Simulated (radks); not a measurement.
These are the eigenvalues of the occupied orbitals of an atom or ion with whole-number occupations (Ry). Method: scalar-relativistic Kohn-Sham, PBE, spin-polarised, spherical densities, finite nucleus; Fermi nuclear charge, rms radius of each element as measured or else 0.836 A^(1/3) + 0.57 fm; computed with a radial shooting solver on a logarithmic mesh with Libxc functionals.

| orbital | eigenvalue |
|---|---|
| 1s up | -6291.388 |
| 1s down | -6291.386 |
| 2s up | -1121.345 |
| 2s down | -1121.345 |
| 2p up | -965.0133 |
| 2p down | -965.0126 |
| 3s up | -268.6637 |
| 3s down | -268.6627 |
| 3p up | -223.6418 |
| 3p down | -223.6408 |
| 3d up | -176.8964 |
| 3d down | -176.8956 |
| 4s up | -60.98192 |
| 4s down | -60.98035 |
| 4p up | -46.21700 |
| 4p down | -46.21518 |
| 4d up | -28.88005 |
| 4d down | -28.87788 |
| 5s up | -10.93615 |
| 5s down | -10.93269 |
| 4f up | -9.69658 |
| 4f down | -9.69416 |
| 5p up | -6.91157 |
| 5p down | -6.90527 |
| 5d up | -2.44900 |
| 5d down | -2.42269 |
| 6s up | -1.89560 |

Which element is it, and in what charge state? The configuration may be excited. Open shells, if any, are filled with parallel spins first.

Answer. Z = 81, thallium, charge +2: Tl2+ in [Xe] 4f14 5d10 6s1. The list shows which subshells hold electrons but not how many an open one holds; the 1s level, -3145.7 hartree, gives Z - s = 79.3 by -(Z - s)^2/2, which with screening and relativity narrows Z to a few neighbours, and the depths of the outer levels then fix element, charge and occupations together.
